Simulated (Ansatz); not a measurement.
Be(Et)(SiH3) (C2H8BeSi), SMILES C[CH2][Be][SiH3]. Atoms are numbered in the order given.

```xyz
12

Be     0.2469    -0.2018    -0.0056
C     -0.1872    -1.1958    -1.2945
C     -1.5108    -0.8857    -2.0065
H     -0.1992    -2.2421    -0.9266
H      0.6432    -1.1794    -2.0297
H     -1.5186     0.1294    -2.4356
H     -2.3708    -0.9463    -1.3199
H     -1.7152    -1.5837    -2.8354
Si     0.8253     1.0817     1.6712
H      0.3635     0.5393     2.9926
H      0.2485     2.4629     1.5539
H      2.3135     1.2501     1.7765
```

Geometry: PBE0-D3(BJ)/def2-SVP. The structure was generated by enumeration; whether it is a known compound was not checked. The values are those of a single conformer.

Two levels are set side by side: PBE-D3(BJ)/def2-SVP (Ansatz, an electronic-structure program) and PBE0-D3(BJ)/def2-SVP (Ansatz). Each level has its own optimised geometry; the coordinates shown are those of the second. Differences are taken from unrounded values.

```json
[
 {"quantity": "mean bond length (Å)", "PBE0-D3(BJ)": "1.403"},
 {"quantity": "bond Be1–C2 (Å)", "PBE0-D3(BJ)": "1.685"},
 {"quantity": "bond Be1–Si9 (Å)", "PBE0-D3(BJ)": "2.189"},
 {"quantity": "bond C2–C3 (Å)", "PBE0-D3(BJ)": "1.535"},
 {"quantity": "bond C2–H4 (Å)", "PBE0-D3(BJ)": "1.109"},
 {"quantity": "bond C2–H5 (Å)", "PBE0-D3(BJ)": "1.109"},
 {"quantity": "bond C3–H6 (Å)", "PBE0-D3(BJ)": "1.102"},
 {"quantity": "bond C3–H7 (Å)", "PBE0-D3(BJ)": "1.102"},
 {"quantity": "bond C3–H8 (Å)", "PBE0-D3(BJ)": "1.103"},
 {"quantity": "bond Si9–H10 (Å)", "PBE0-D3(BJ)": "1.501"},
 {"quantity": "bond Si9–H11 (Å)", "PBE0-D3(BJ)": "1.501"},
 {"quantity": "bond Si9–H12 (Å)", "PBE0-D3(BJ)": "1.501"}
]
```

### Question
What does PBE-D3(BJ) give, and how far is it from PBE0-D3(BJ)? (The exact figures need the calculation; the answer reports its results.)

### Answer

```csv
quantity,PBE-D3(BJ),PBE-D3(BJ) minus PBE0-D3(BJ)
mean bond length (Å),1.411,0.008
bond Be1–C2 (Å),1.686,0.002
bond Be1–Si9 (Å),2.189,0.000
bond C2–C3 (Å),1.544,0.010
bond C2–H4 (Å),1.118,0.009
bond C2–H5 (Å),1.118,0.009
bond C3–H6 (Å),1.110,0.008
bond C3–H7 (Å),1.110,0.008
bond C3–H8 (Å),1.111,0.008
bond Si9–H10 (Å),1.512,0.010
bond Si9–H11 (Å),1.512,0.010
bond Si9–H12 (Å),1.512,0.010
```

Exact exchange shortens and stiffens bonds; PBE has none. Differences between two approximate levels are no errors against the true value.
